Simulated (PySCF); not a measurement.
C₂H₆N, charge -1, singlet, at a GFN2-xTB geometry (in this run its highest filled SCF level lies above zero, so its values depend strongly on the basis, on diffuse functions most of all), atoms displaced at random by about 0.08 Å a coordinate. Base run: TPSS/STO-3G, gradient in PySCF.

Input for PySCF:
```python
from pyscf import gto, scf, dft

mol = gto.Mole()
mol.atom = '''
    C    -0.056884    0.054760    1.212610
    N    -0.045364    0.607911   -0.046261
    C    -0.013374   -0.075386   -1.241725
    H     0.911898   -0.887233    1.331521
    H     0.078065    0.441101    2.092344
    H    -1.056018   -0.708469    1.315555
    H     0.879871   -0.931777   -1.336330
    H     0.006838    0.474890   -2.062068
    H    -0.889274   -0.831831   -1.177897
'''
mol.basis = 'sto-3g'
mol.charge = -1
mol.spin = 0
mol.verbose = 3
mol.build()

mf = dft.RKS(mol)
mf.xc = 'tpss'
mf.kernel()
g = mf.nuc_grad_method()
grad = g.kernel()
```

The coordinate followed is z of atom 7.

The base run was repeated with changes; each row names its change, and settings that it needs were set with it.

```tsv
change	dE/dx (Eh/bohr)	net force (Eh/bohr)
base	0.008840	0.000030
grid_response = on	0.008834	0.000000
finite difference step (bohr) = 1e-3; conv_tol = 1e-11	0.008834	-
density fitting = on; auxbasis_response = off	0.008865	0.001650
grids.level = 0; grid_response = on	0.008111	0.000000
finite difference step (bohr) = 0.01; conv_tol = 1e-11	0.008834	-
finite difference step (bohr) = 0.05; conv_tol = 1e-11	0.008834	-
conv_tol = 1e-11	0.008840	0.000030
grids.level = 1; grid_response = off	0.008799	0.001036
finite difference step (bohr) = 1e-5; conv_tol = 1e-11	0.008834	-
grids.level = 5; grid_response = on	0.008841	0.000000
grids.level = 0; grid_response = off	0.008869	0.043050
```

The net force is zero for an exact gradient.
